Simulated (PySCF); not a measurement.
# Electron correlation in Cl³⁺ (chlorine, charge +3)

[Ne] 3s2 3p2, high-spin 3P determinant. Computed with PySCF 2.14 in dyall-av3z, with no relativity, point nucleus. Frozen: [Ne]; 4 electrons correlated; the 26 highest virtual orbitals of each spin left out.

| level | correlation energy (mhartree) |
| --- | --- |
| CCSD | -96.53 |
| (T) | -2.06 |
| CCSD(T) | -98.59 |

Diagnostics: T1 = 0.0074, D1 = 0.0189, largest double amplitude 0.103.

Task: Is a single reference adequate?

Result: Mostly. T1 lies below 0.03, but a double amplitude of this size points to a near-degeneracy that CCSD handles and MP2 describes poorly.
